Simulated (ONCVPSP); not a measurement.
## Configuration tests for vanadium (ONCV)

V, optimised norm-conserving Vanderbilt (ONCV), made with ONCVPSP 4.0.1 (BLYP, scalar-relativistic). Core [Ne], reference 3s2 3p6 3d3 (charge +2). Waves: 3s: rc 1.15 bohr, ncon 4, nbas 8, qcut 10.7 1/bohr, 2 projectors, debl 2.7 Ha; 3p: rc 1.25 bohr, ncon 4, nbas 8, qcut 8.5 1/bohr, 2 projectors, debl 0.6 Ha; 3d: rc 1.35 bohr, ncon 3, nbas 8, qcut 10.5 1/bohr, 3 projectors, debl 1.9 Ha. Local part: polynomial inside 0.90 bohr (lpopt 5, dvloc0 -1 Ha). Core correction: none.

In the s channel the program set the typed energies aside and used -3.183, 0.250 Ha. In the p channel the program set the typed energies aside and used -2.223, 0.250 Ha.

Energies are relative to the spin-unpolarised reference configuration 3s2 3p6 3d3; without spin polarisation the order of configurations can differ from experiment.

```json
{"valence configuration": "3s2 3p6 3d3 4s2", "charge": "0", "ΔE all-electron (eV)": "-22.138", "error AE − PS (meV)": "+2.9"}
{"valence configuration": "3s2 3p6 3d3 4s1", "charge": "+1", "ΔE all-electron (eV)": "-14.448", "error AE − PS (meV)": "+1.3"}
{"valence configuration": "3s2 3p6 3d4", "charge": "+1", "ΔE all-electron (eV)": "-14.867", "error AE − PS (meV)": "+5.4"}
```

(1) What are ΔE and the potential's error for 3s2 3p6 3d2?

Levels in the configuration 3s2 3p6 3d4:

```csv
level,all-electron (eV),pseudo (eV)
3s,-73.072,-73.066
3p,-47.130,-47.116
3d,-9.034,-9.039
```

## Answers

(1) ΔE = 28.895 eV all-electron; the error (AE − PS) is +28 meV.
